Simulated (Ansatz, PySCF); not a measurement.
Scan of O2Se, singlet: symmetric bend, bond length relaxed. Scanned: O-Se-O angle. Other coordinates (Se-O bond length) were minimised at B3LYP/def2-TZVP.

Computed with: PBE/def2-TZVP, density fitting (PySCF); r2SCAN/def2-TZVP, density fitting (PySCF); CCSD(T)/aug-cc-pVQZ = Ansatz (an electronic-structure program) with CCSD(T) on RHF/aug-cc-pVQZ, cores with 3d frozen.

Energies relative to the lowest point of each profile, in kJ/mol; the last columns give the difference from CCSD(T):

```tsv
a / °	PBE	r2SCAN	CCSD(T)/aug-cc-pVQZ	PBE − CCSD(T)/aug-cc-pVQZ	r2SCAN − CCSD(T)/aug-cc-pVQZ
167	196.4	222.0	213.2	-16.8	8.8
157	148.1	166.3	160.6	-12.5	5.7
147	95.7	107.3	103.3	-7.5	4.0
137	49.8	56.1	53.3	-3.5	2.8
127	16.4	18.8	17.3	-0.9	1.5
117	0.0	0.0	0.0	0.0	0.0
107	4.9	4.4	5.7	-0.8	-1.3
97	36.6	37.9	39.9	-3.3	-2.0
87	103.3	109.7	110.6	-7.3	-0.9
80	177.6	190.2	188.2	-10.6	2.0
```

PBE is furthest from CCSD(T)/aug-cc-pVQZ at 167 (-16.8 kJ/mol, below); its mean absolute difference over the points is 6.3 kJ/mol.

r2SCAN is furthest from CCSD(T)/aug-cc-pVQZ at 167 (8.8 kJ/mol, above); its mean absolute difference over the points is 2.9 kJ/mol.
